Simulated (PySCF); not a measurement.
**He⁺: ionisation energy**

He⁺ 1s1 (2S) → He²⁺ (bare nucleus), as a difference of total energies. All numbers are calculated (PySCF 2.14, scalar relativity by spin-free X2C-1e, in dyall-acv3z (10s3p2d, 29 functions)). The calculations carry no spin-orbit coupling.

| method | ionisation energy (eV) |
| --- | --- |
| UHF | 54.425 |
| LDA | 52.839 |
| PBE | 54.256 |
| PBE0 | 54.336 |
| r2SCAN | 54.430 |
| HSE06 | 54.354 |
| MN15 | 54.617 |
| TPSS | 54.431 |
| r2SCAN0 | 54.428 |

For comparison: 54.418 eV (theoretical estimate listed by NIST; NIST Atomic Spectra Database, ionization energies).
